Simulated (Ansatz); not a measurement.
Reaction (formal exchange of groups at a B–Si bond): `CB[SiH](C)N` + `[SbH3]` → `C[BH][SbH2]` + `C[SiH2]N`

Program: Ansatz. Geometries: PBE0-D4/def2-TZVP. ΔE: electronic, gas phase. CBS: MP2 limit from def2 TZ/QZ plus the TZ coupled-cluster correction, frozen cores. DFT in def2-TZVPP. def2 core potentials past Kr. For Sb outer-core shells are correlated without core-valence functions, which leaves a few kJ/mol of doubt a bond. Each species was taken in one conformer, which may not be the lowest.

```json
{"species": "`CB[SiH](C)N`", "BHLYP energy (Eh)": "-451.31953"}
{"species": "`[SbH3]`", "BHLYP energy (Eh)": "-241.95978"}
{"species": "`C[BH][SbH2]`", "BHLYP energy (Eh)": "-306.70427"}
{"species": "`C[SiH2]N`", "BHLYP energy (Eh)": "-386.58876"}
```

Question: Work out ΔE.

Answer: ΔE = (-306.70427) + (-386.58876) − (-451.31953) − (-241.95978) = -0.01372 Eh = -36.0 kJ/mol. CCSD(T)/CBS gives -40.6 kJ/mol.

Largest T1 diagnostic among the species: 0.014.

At CCSD(T), def2-SVP lies +7.8 kJ/mol from the extrapolated value and def2-TZVPP +4.2 kJ/mol. Leaving LDA and LC-ωPBE aside and taking each functional with its dispersion term where it has one, the values, not all of them listed here, spread over 16.0 kJ/mol, from PBE-QIDH to B97M-V. From BLYP to BHLYP (50 % exact exchange), in def2-TZVPP and without D4, ΔE moves by −3.3 kJ/mol.
